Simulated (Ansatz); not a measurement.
Ansatz (a first-principles code) input (CCSD(T)/aug-cc-pVDZ):

Ansatz 0.2 input:
```yaml
crystal:
  periodic: [false, false, false]
  atoms:
    - {symbol: O, position_ang: [-0.00000000, -0.00000000, -1.33415556]}
    - {symbol: Se, position_ang: [0.00000000, 0.00000000, 0.31391896]}
basis:
  gaussian:
    orbitals: aug-cc-pVDZ
magnetization: {spin_polarized: true, initial_magnetization: 2}
correlation: {method: ccsd_t, electrons: outside_noble_gas}
output: {forces: true}
```

End of the output:

```
mean field evaluation 16: about -67338.2811 eV, gradient 1.7e-3 eV
mean field evaluation 32: about -67338.2619 eV, gradient 8.2e-1 eV
mean field evaluation 64: about -67335.9841 eV, gradient 2.2e1 eV
mean field evaluation 96: about -67338.2809 eV, gradient 4.6e-2 eV
mean field evaluation 128: about -67335.9659 eV, gradient 2.0e-3 eV
mean field evaluation 160: about -67333.3017 eV, gradient 1.5e-3 eV
mean field evaluation 192: about -67333.0029 eV, gradient 7.7e-1 eV
mean field evaluation 224: about -67335.9550 eV, gradient 1.0e1 eV
mean field evaluation 256: about -67335.9657 eV, gradient 1.0e-1 eV
mean field -67338.28153091 eV, -2474.6362027344 hartree, gradient 1.6e-6 eV, S^2 2.059654; 8 other end points of the search recorded, 0 dependent functions left out
determinant -67338.28153091 eV, -2474.6362027344 hartree, with singles and doubles -67346.87245723 eV, -2474.9519134535 hartree
determinant -67338.28108341 eV, -2474.6361862889 hartree, with singles and doubles -67346.87318261 eV, -2474.9519401106 hartree
determinant -67335.96594248 eV, -2474.5511064292 hartree, with singles and doubles -67343.13802393 eV, -2474.8146755610 hartree
determinant -67338.28153091 eV, -2474.6362027344 hartree, with singles and doubles -67346.87359538 eV, -2474.9519552796 hartree
determinant -67338.28108341 eV, -2474.6361862889 hartree, with singles and doubles -67346.87386463 eV, -2474.9519651745 hartree
15 core orbitals not correlated
reference -67338.28108341 eV, -2474.6361862889 hartree; 7, 5 occupied and 37, 39 virtual orbitals, 628 factors
densities: 0.18 GiB planned
second order -8.40422296 eV of doubles, -0.00000000 eV of singles
coupled cluster: 0.15 GiB planned
cycle   1  -8.59278215 eV  change   -9.2e-7 eV  update   7.5e-6
cycle   2  -8.59277710 eV  change    5.0e-6 eV  update   3.0e-6
cycle   3  -8.59277681 eV  change    2.9e-7 eV  update   2.1e-6
cycle   4  -8.59277630 eV  change    5.2e-7 eV  update   7.1e-7
perturbative correction -0.36129203 eV, -0.0132772373 hartree
the calculation of the forces begins
Total energy: -67347.23515173 eV, -2474.9652422306 hartree
Atom 0 at    -0.000000    -0.000000    -1.334156 Å, force    -0.000000    -0.000000    -1.327976 eV/Å
Atom 1 at     0.000000     0.000000     0.313919 Å, force     0.000000     0.000000     1.327976 eV/Å
Dipole moment:     0.000000    -0.000000     0.455444 e Å
```
